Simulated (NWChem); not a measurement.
C$_{3}$H$_{5}$BO$_{2}$; SMILES C=C1CB(O)O1

```xyz
11

C     -0.2366     2.2938     0.0000
C      0.0172     0.9905     0.0000
C      1.2325     0.0904     0.0000
B      0.0642    -0.9776     0.0000
O     -0.0788    -2.3095     0.0000
O     -0.9474    -0.0216     0.0000
H      0.5870     3.0080     0.0000
H     -1.2640     2.6622     0.0000
H      1.8642     0.1604    -0.8974
H      1.8642     0.1604     0.8974
H     -1.0030    -2.5858     0.0000
```
Atoms are numbered in this order, from 1.

Computed with NWChem. Pople sets run with spherical d functions. Geometry: optimised at PBE0/def2-SVP. B3LYP is NWChem's, with the RPA form of VWN correlation. Vzz is the largest principal value of the second derivative of the potential at the nucleus (NWChem prints the opposite sign); η is the asymmetry. Non-relativistic.

Q: Predict the results for B3LYP/6-31G*. Quantities: Vzz B4 (a.u.); η B4; Vzz O5 (a.u.); η O5; Vzz O6 (a.u.); η O6.

A: 
```
Quantity       Value
-------------  -----
Vzz B4 (a.u.)  0.299
η B4            0.44
Vzz O5 (a.u.)  1.279
η O5            0.21
Vzz O6 (a.u.)  1.082
η O6            0.06
```
